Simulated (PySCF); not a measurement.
GaF₂Br, SMILES [F][Ga]([F])[Br]. Geometry optimised at PBE-D3(BJ)/def2-SVP. The structure was generated by enumeration; whether it is a known compound was not checked.

Q: Give the equilibrium geometry at PBE-D3(BJ)/def2-SVP (PySCF confirms it by a frequency run) as Cartesian coordinates in Å, and its point group. (Estimate from the structure and the level; the computed values follow.)

A: point group C2v.
```xyz
4

Ga     0.0000     0.0000    -0.7439
F      0.0000    -1.4882    -1.6692
F      0.0000     1.4882    -1.6692
Br     0.0000     0.0000     1.5173
```
Charge 0, spin multiplicity 1.
